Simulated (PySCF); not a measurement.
## Removal energies of Ba³⁸⁺ from EOM-IP-GCCSD

Reference: closed-shell Ba³⁸⁺, [Ar]; one electron is removed. Calculated with PySCF 2.14, two-component X2C-1e with screened spin-orbit coupling, an even-tempered Gaussian basis (18 s from 2.6 bohr⁻², ratio 2.6; 14 p from 3.4 bohr⁻², ratio 2.6; 6 d from 3.5 bohr⁻², ratio 2.8; 3 f from 60 bohr⁻², ratio 2.8); frozen [Ne]; the 62 highest virtual spinors dropped; of the others 50 kept and the rest restored at second order. No Breit or QED terms. Binding energies in eV.

```csv
level,Koopmans
3p1/2,2911.2
3p3/2,2816.7
```

(1) How does correlation move these levels?

For comparison, the ionisation energy of Ba³⁸⁺ is 2814 ± 4 eV (theoretical estimate listed by NIST; NIST Atomic Spectra Database, ionization energies).

Only part of the computed levels is shown.

Answers

(1) 3p1/2: second order 2911.2, EOM-CCSD 2911.3; 3p3/2: second order 2817.4, EOM-CCSD 2817.7.
